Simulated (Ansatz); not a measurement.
F$_{5}$Sb, charge +1, doublet, geometry from GFN2-xTB (a state made from the parent by changing its charge; the spin is typed, not shown lowest) (all electrons, no relativity); HF/3-21G run with Ansatz (a first-principles code).

Here is a job for Ansatz.
Ansatz 0.2 input:
```yaml
crystal:
  periodic: [false, false, false]
  atoms:
    - {symbol: Sb, position_ang: [0.00964327, -0.00302559, -0.01423230]}
    - {symbol: F, position_ang: [1.00392385, -0.64141033, 1.57706820]}
    - {symbol: F, position_ang: [-1.57346652, 0.90042129, -0.79329390]}
    - {symbol: F, position_ang: [0.60238923, 1.82142470, 0.48519056]}
    - {symbol: F, position_ang: [1.08525452, -0.50053220, -1.48642043]}
    - {symbol: F, position_ang: [-1.17274624, -1.56275844, 0.29810525]}
basis:
  gaussian:
    orbitals: 3-21G.json
    nuclear_model: gaussian
hamiltonian:
  xc: hf
total_charge: 1
magnetization: {spin_polarized: true, initial_magnetization: 1}
```
The basis file holds 3-21G in the JSON format of the Basis Set Exchange.

### Question
Write the output that Ansatz gives for this input, abridged.

### Answer

```
Functional definition: HF
870 factors; integrals over basis functions are off by at most 1.4e-4 eV
mean field evaluation 1: about -184487.6063 eV, gradient 4.0e1 eV
mean field evaluation 2: about -184487.6263 eV, gradient 4.0e1 eV
mean field evaluation 4: about -184493.4387 eV, gradient 2.3e0 eV
mean field evaluation 8: about -184493.4962 eV, gradient 4.7e-1 eV
mean field evaluation 16: about -184496.0988 eV, gradient 2.9e-1 eV
mean field evaluation 32: about -184496.2870 eV, gradient 2.2e-5 eV
mean field evaluation 64: about -184496.0583 eV, gradient 4.3e0 eV
mean field evaluation 96: about -184496.1622 eV, gradient 4.7e-1 eV
mean field evaluation 128: about -184485.1090 eV, gradient 2.6e1 eV
mean field evaluation 160: about -184496.1343 eV, gradient 4.4e-1 eV
mean field evaluation 192: about -184496.1281 eV, gradient 4.3e-1 eV
mean field evaluation 224: about -184495.9258 eV, gradient 3.0e-1 eV
mean field evaluation 256: about -184493.2280 eV, gradient 2.7e0 eV
mean field evaluation 288: about -184496.1205 eV, gradient 2.4e-1 eV
mean field evaluation 320: about -184496.1840 eV, gradient 9.0e-2 eV
mean field evaluation 352: about -184496.2724 eV, gradient 3.4e-1 eV
mean field evaluation 384: about -184496.0109 eV, gradient 1.9e0 eV
mean field evaluation 416: about -184496.0655 eV, gradient 3.3e-1 eV
mean field evaluation 448: about -184496.0836 eV, gradient 2.9e-1 eV
mean field evaluation 480: about -184493.4785 eV, gradient 1.5e-1 eV
mean field -184496.29902554 eV, -6780.1139331057 hartree, gradient 3.7e-6 eV, S^2 0.751861; 6 other end points of the search recorded, 0 dependent functions left out
reference -184496.29902554 eV, -6780.1139331057 hartree; 48, 47 occupied and 30, 31 virtual orbitals, 870 factors
Total energy: -184496.29902554 eV, -6780.1139331057 hartree
```
